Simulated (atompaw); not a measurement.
## Which change was made? (Sb, PAW (atompaw))

atompaw 4.2.0.5 input, output lines left out:

```
Sb 51
GGA-PBE scalarrelativistic loggrid 1500 logderivrange -3 5 201
5 5 4 0 0 0
5 1 2.5
0 0 0
c
c
c
c
v
c
c
c
v
c
c
2
2.25 2.25 2.20 1.55
y
-0.8
n
y
3.15
n
y
-0.15
n
custom rrkj gramschmidtortho sinc
3 0 troulliermartins
2.25
2.25
2.05
2.05
2.25
```

Cutoffs, loose and tight: the cutoffs (Ry, on a coarse ladder) from which the occupation-weighted sum of valence levels, in a spherical-Bessel basis at the reference potential, stays within 10 and 1 mRy of its value at 400 Ry. They see the waves, projectors and local potential, not the compensation charge or the core.

The base gives: outcome: generated; cutoff, loose: 6 Ry; cutoff, tight: 12 Ry; bound ghosts: s.

Q: After one change the result is: outcome: generated; cutoff, loose: 18 Ry; cutoff, tight: 25 Ry; bound ghosts: p, s. Which change was it?
A. local potential vpsmatchnc scheme with l = 3 at 0 Ry, radius 2.20 bohr
B. local potential troulliermartins scheme with l = 3 at 0 Ry, radius 1.86 bohr
C. wave 5p (bound): rc 2.05 bohr becomes 5p (bound): rc 1.74 bohr

A: C. The others give: local potential vpsmatchnc scheme with l = 3 at 0 Ry, radius 2.20 bohr → outcome: generated; cutoff, loose: 6 Ry; cutoff, tight: 15 Ry; bound ghosts: s, p, d | local potential troulliermartins scheme with l = 3 at 0 Ry, radius 1.86 bohr → outcome: generated; cutoff, loose: 6 Ry; cutoff, tight: 15 Ry; bound ghosts: s, d.
